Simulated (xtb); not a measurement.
ClCs, triplet, at the geometry of the source list (GFN-xTB shapes and energies of metal compounds can be far from the true ones) (a higher spin typed on purpose: for a closed-shell molecule this is an excited state), atoms displaced at random by about 0.05 Å a coordinate; GFN1-xTB (xtb).

Input for xtb:
```
$ xtb mol.xyz --gfn 1 --uhf 2 --opt loose --json

# file mol.xyz
2

Cs    -0.84663426    -0.76411130    -0.80592773
Cl     0.96798441     0.82824166     0.98138998
```

### Question
What does xtb print? Leave out banner, timings and long lists.

### Answer

```
   ID    Z sym.   atoms
    1   55 Cs     1
    2   17 Cl     2

           -------------------------------------------------
          |                Calculation Setup                |
           -------------------------------------------------

           -------------------------------------------------
          |                 G F N 1 - x T B                 |
           -------------------------------------------------

          ...................................................
          :                      SETUP                      :
          :.................................................:
          :  # basis functions                  14          :
          :  # atomic orbitals                  13          :
          :  # shells                            5          :
          :  # electrons                         8          :
          :  # halogen bonds                     0          :
          :  max. iterations                   250          :
          :  Hamiltonian                  GFN1-xTB          :
          :  restarted?                      false          :
          :  GBSA solvation                  false          :
          :  PC potential                    false          :
          :  electronic temp.          300.0000000     K    :
          :  accuracy                    1.0000000          :
          :  -> integral cutoff          0.2500000E+02      :
          :  -> integral neglect         0.1000000E-07      :
          :  -> SCF convergence          0.1000000E-05 Eh   :
          :  -> wf. convergence          0.2000000E-04 e    :
          :  Broyden damping             0.4000000          :
          :  net charge                          0          :
          :  unpaired electrons                  2          :
          ...................................................

 iter      E             dE          RMSdq      gap      omega  full diag
   1     -4.3792075 -0.437921E+01  0.673E+00    2.23       0.0  T
   2     -4.4026157 -0.234082E-01  0.338E+00    2.41       1.0  T
   3     -4.4054214 -0.280573E-02  0.818E-01    2.53       1.0  T
   4     -4.4054463 -0.248650E-04  0.195E-01    2.54       1.0  T
   5     -4.4054555 -0.920561E-05  0.169E-02    2.52       4.2  T
   6     -4.4054556 -0.720494E-07  0.137E-03    2.52      51.5  T
   7     -4.4054556 -0.308066E-09  0.519E-04    2.52     136.3  T
   8     -4.4054556 -0.508766E-10  0.238E-06    2.52   29716.1  T
   9     -4.4054556  0.444089E-14  0.717E-07    2.52   98684.1  T

   *** convergence criteria satisfied after 9 iterations ***

 transition dipole moment (au) for excitation:           4           5
     X       Y       Z
  -0.0437  -0.0383  -0.0430  total (au/Debye):    0.072   0.184
 dE (eV)             :    7.133
 oscillator strength :  0.12928E-02

         :::::::::::::::::::::::::::::::::::::::::::::::::::::
         ::                     SUMMARY                     ::
         :::::::::::::::::::::::::::::::::::::::::::::::::::::
         :: total energy              -4.404720280661 Eh    ::
         :: gradient norm              0.002874065325 Eh/a0 ::
         :: HOMO-LUMO gap              2.519093968186 eV    ::
         ::.................................................::
         :: SCC energy                -4.405455559893 Eh    ::
         :: -> electrostatic           0.000911443778 Eh    ::
         :: repulsion energy           0.000975847678 Eh    ::
         :: dispersion energy         -0.000240568446 Eh    ::
         :: halogen bond corr.         0.000000000000 Eh    ::
         :: add. restraining           0.000000000000 Eh    ::
         :: total charge               0.000000000647 e     ::
         :::::::::::::::::::::::::::::::::::::::::::::::::::::

      -----------------------------------------------------------
     |                   =====================                   |
     |                        A N C O P T                        |
[...]
 * total energy  :    -4.4047203 Eh     change        0.2664535E-14 Eh
   *** GEOMETRY OPTIMIZATION CONVERGED AFTER 1 ITERATIONS ***
[...]
   2     -4.4054556  0.142109E-13  0.232E-13    2.52  100000.0  T
   3     -4.4054556  0.177636E-14  0.236E-13    2.52  100000.0  T

   *** convergence criteria satisfied after 3 iterations ***

 transition dipole moment (au) for excitation:           4           5
     X       Y       Z
  -0.0437  -0.0383  -0.0430  total (au/Debye):    0.072   0.184
 dE (eV)             :    7.133
 oscillator strength :  0.12928E-02

         :::::::::::::::::::::::::::::::::::::::::::::::::::::
         ::                     SUMMARY                     ::
         :::::::::::::::::::::::::::::::::::::::::::::::::::::
         :: total energy              -4.404720280661 Eh    ::
         :: gradient norm              0.002874064907 Eh/a0 ::
         :: HOMO-LUMO gap              2.519093889671 eV    ::
         ::.................................................::
         :: SCC energy                -4.405455559893 Eh    ::
         :: -> electrostatic           0.000911443976 Eh    ::
         :: repulsion energy           0.000975847678 Eh    ::
         :: dispersion energy         -0.000240568446 Eh    ::
         :: halogen bond corr.         0.000000000000 Eh    ::
         :: add. restraining           0.000000000000 Eh    ::
         :: total charge               0.000000000647 e     ::
         :::::::::::::::::::::::::::::::::::::::::::::::::::::

           -------------------------------------------------
          |                Property Printout                |
           -------------------------------------------------

    * Orbital Energies and Occupations

         #    Occupation            Energy/Eh            Energy/eV
      -------------------------------------------------------------
         1        2.0000           -0.9368921             -25.4941
         2        1.7474           -0.4955978             -13.4859
         3        1.7474           -0.4955978             -13.4859
         4        1.5053           -0.4945874             -13.4584
         5        1.0000           -0.2324389              -6.3250 (HOMO)
         6                         -0.1398640              -3.8059 (LUMO)
         7                         -0.1398640              -3.8059
         8                         -0.0758794              -2.0648
         9                         -0.0738838              -2.0105
        10                         -0.0738838              -2.0105
        11                         -0.0731342              -1.9901
        12                         -0.0731342              -1.9901
        13                         -0.0538130              -1.4643
      -------------------------------------------------------------
                  HL-Gap            0.0925750 Eh            2.5191 eV
             Fermi-level           -0.3403594 Eh           -9.2617 eV

  Mulliken/CM5 charges         n(s)   n(p)   n(d)
     1Cs   -0.06733  0.06176   0.955  0.113  0.000
     2Cl    0.06733 -0.06176   1.966  4.967  0.000

Wiberg/Mayer (AO) data.
largest (>0.10) Wiberg bond orders for each atom

 ---------------------------------------------------------------------------
     #   Z sym  total        # sym  WBO       # sym  WBO       # sym  WBO
 ---------------------------------------------------------------------------
     1  55 Cs   0.126 --     2 Cl   0.126
     2  17 Cl   0.126 --     1 Cs   0.126
 ---------------------------------------------------------------------------

 dipole moment from electron density (au)
     X       Y       Z
   1.0784   0.9463   1.0621  total (Debye):    4.537

optimized geometry written to: xtbopt.xyz

           -------------------------------------------------
          | TOTAL ENERGY               -4.404720280661 Eh   |
          | GRADIENT NORM               0.002874064907 Eh/α |
          | HOMO-LUMO GAP               2.519093889671 eV   |
           -------------------------------------------------

normal termination of xtb
```
